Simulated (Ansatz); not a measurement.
Reaction (substitution at a C–Se bond): `C#C[Se][SiH3]` + CH₃NH₂ → `C#CNC` + `[SiH3][SeH]`

Calculated with Ansatz (gas phase, PBE0-D4/def2-TZVP geometries, no zero-point term in ΔE). CCSD(T)/CBS is the MP2 limit (def2-TZVPP, def2-QZVPP) plus CCSD(T) − MP2 in def2-TZVPP, frozen cores. Functionals use def2-TZVPP. HSE06 is defined as in plane-wave codes. For Se outer-core shells are correlated without core-valence functions, which leaves a few kJ/mol of doubt a bond. Scalar relativity is left out up to krypton.

Task: Is it downhill or uphill in electronic energy at CCSD(T)/CBS, and by how much? (An estimate is asked.)

Result: Computed: Uphill: ΔE = +0.11 eV.

Task: What do these levels give: r2SCANh-D4, HSE06, MP2/def2-SVP, HF/def2-QZVPP, SCS-MP2/def2-QZVPP, HF/CBS(def2)? (An estimate is asked.)

Result: Computed: r2SCANh-D4 -0.02, HSE06 -0.04, MP2/def2-SVP -0.07, HF/def2-QZVPP -0.06, SCS-MP2/def2-QZVPP 0.16, HF/CBS(def2) -0.06 eV.

Largest T1 diagnostic among the species: 0.012.

Leaving LDA and LC-ωPBE aside and taking each functional with its dispersion term where it has one, the values, not all of them listed here, spread over 0.09 eV, from CAM-B3LYP-D4 to B2PLYP. LDA lies −0.15 eV from PBE without D4. From BLYP to BHLYP (50 % exact exchange), in def2-TZVPP and without D4, ΔE moves by −0.04 eV. At CCSD(T), def2-SVP lies −0.21 eV from the extrapolated value and def2-TZVPP +0.01 eV.
